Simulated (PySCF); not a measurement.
**How methods differ on the ionisation energy of Nb**

Nb [Kr] 4d4 5s1 (6D) → Nb⁺ [Kr] 4d4 (5D), as a difference of total energies. All numbers are calculated (PySCF 2.14, scalar relativity through the core potential, in def2-QZVPPD with the def2 core potential (28 electrons) (7s5p4d3f2g, 81 functions)). Correlated levels: valence and next inner shell: nothing frozen outside the core potential. The calculations carry no spin-orbit coupling.

```csv
method,ionisation energy (eV),error (eV)
UHF,6.012,-0.764
MP2 (valence and next inner shell),6.811,+0.035
SCS-MP2 (valence and next inner shell),6.457,-0.319
CCSD (valence and next inner shell),6.724,-0.052
CCSD(T) (valence and next inner shell),6.795,+0.019
```

Reference: 6.776 eV (measured; NIST levels, between the centres of gravity of the two terms).

Errors of the correlated levels include the incompleteness of this basis.
